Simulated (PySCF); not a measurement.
# Sn: ionisation energy

Sn [Kr] 4d10 5s2 5p2 (3P) → Sn⁺ [Kr] 4d10 5s2 5p1 (2P), as a difference of total energies. All numbers are calculated (PySCF 2.14, scalar relativity by spin-free X2C-1e, in x2c-SVPall (6s5p3d, 36 functions)). Correlated levels: valence: [Kr] 4d10 frozen. The calculations carry no spin-orbit coupling.

```json
{"method": "UHF", "ionisation energy (eV)": "6.861"}
{"method": "LDA", "ionisation energy (eV)": "7.432"}
{"method": "MP2 (valence)", "ionisation energy (eV)": "7.066"}
{"method": "SCS-MP2 (valence)", "ionisation energy (eV)": "7.012"}
{"method": "CCSD (valence)", "ionisation energy (eV)": "7.089"}
```

Question: Estimate what CCSD(T) (valence) gives.

Answer: 7.095 eV, closest to CCSD (valence) among the rows shown.

Question: Estimate what PBE gives.

Answer: 7.273 eV, closest to LDA among the rows shown.

Errors of the correlated levels include the incompleteness of this basis and the frozen core.

For comparison: 7.389 eV (measured; NIST levels, between the centres of gravity of the two terms).
